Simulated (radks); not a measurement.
Question: The nitrogen ion N3+, [He] 2s2. Calculated with a radial shooting solver on a logarithmic mesh with Libxc functionals: non-relativistic Kohn-Sham, exchange-only B88, spin-polarised, spherical densities, point nucleus. Every spin shell is full or empty, so the densities are truly spherical. Functionals are evaluated on that one density, not self-consistently. Rank these exchange functionals by their error against the exact value of the orbitals, and give that value: LDA, PBE, revPBE, RPBE, PW91, WC, AM05, G96, r2SCAN, MS2, MVS.

Answer: Exact: -5.12586 hartree. From best to worst, with 100 (|E| - |E exact|)/|E exact| (equal figures are ties): G96 -0.12, revPBE +0.27, r2SCAN -0.42, MS2 +0.57, MVS -0.59, RPBE +0.61, PW91 -0.61, PBE -0.94, WC -2.99, AM05 -10.06, LDA -12.75.
